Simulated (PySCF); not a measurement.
## A small calculation by hand: refractive index and permittivity of the vapour

CH2ClNO3Si, SMILES Cl[Si](N=C=O)(O)O.

Geometry optimised at PBE-D3(BJ)/def2-SVP. This is a generated structure with no PubChem entry under its InChIKey; it may be hypothetical. The values are those of a single conformer.

PBE/def2-TZVP (PySCF) gives a mean static polarisability of 62.9 bohr³ and a dipole moment of 2.39 D. Take an ideal gas at 298.15 K and 1 bar, whether or not the substance is that volatile.

Work out n − 1 in the optical limit and the static ε − 1.


Polarisability volume α' = 62.9 × 0.148185 = 9.32 Å³. Number density N = p/kT = 2.43e-5 Å⁻³.
Dilute limit of Lorentz–Lorenz: n − 1 = 2π N α' = 0.0014.
Orientation term of Debye: μ²/(3kT) = 8.098 Å³ × μ²(D²) = 46.26 Å³.
ε − 1 = 4π N (α' + μ²/3kT) = 0.017. Orientation of the dipole supplies 83 % of the static response; it can't follow optical fields. Vibrational polarisation and dispersion are left out.
